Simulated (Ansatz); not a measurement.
Geometry optimisation, UKS B3LYP/def2-mTZVP in Ansatz.

Input file:

```yaml
crystal:
  periodic: [false, false, false]
  atoms:
    - { symbol: C, position_ang: [-0.6266, -0.5919, -0.4101] }
    - { symbol: Sn, position_ang: [0.6081, 0.4586, 0.9636] }
    - { symbol: H, position_ang: [-0.5913, -1.6423, -0.3176] }
    - { symbol: H, position_ang: [-1.6546, -0.2523, -0.2257] }
    - { symbol: H, position_ang: [-0.4012, -0.2626, -1.4748] }
    - { symbol: H, position_ang: [1.52724, -0.66254, 1.9769] }
    - { symbol: H, position_ang: [-0.4336, 1.45549, 2.00311] }
magnetization:
  spin_polarized: true
  initial_magnetization: 1
basis:
  gaussian: { orbitals: def2-mTZVP }
hamiltonian:
  xc: b3lyp
relax:
  f_tol: 0.015
  max_steps: 40
output:
  orbitals: {}
```

Command:

```bash
$ ansatz run input.yaml --threads 1 --pin off --max-ram 2048MiB --backend cpu --events-out ev --progress --plain --runs-dir out
```

Task: Where does it end, and by what steps?

Result: The forces met the threshold. After 5 steps the energy has fallen by 0.121 eV; H7 moved furthest, 0.08 Å.

```tsv
step	energy less start (eV)	largest force component (eV/Å)	accepted
0	0.0000	1.820	yes
1	-0.0942	0.641	yes
2	-0.1175	0.179	yes
3	-0.1188	0.074	yes
4	-0.1205	0.026	yes
5	-0.1206	0.011	yes
```

```xyz
7
Properties=species:S:1:pos:R:3
C -0.661 -0.563 -0.444
Sn 0.624 0.495 0.982
H -0.533 -1.636 -0.314
H -1.700 -0.295 -0.256
H -0.406 -0.296 -1.467
H 1.465 -0.660 1.971
H -0.360 1.458 2.044
```

Whether the end is a true minimum wasn't checked by a vibrational analysis.

The run took 23 s on 1 CPU thread of a shared host.
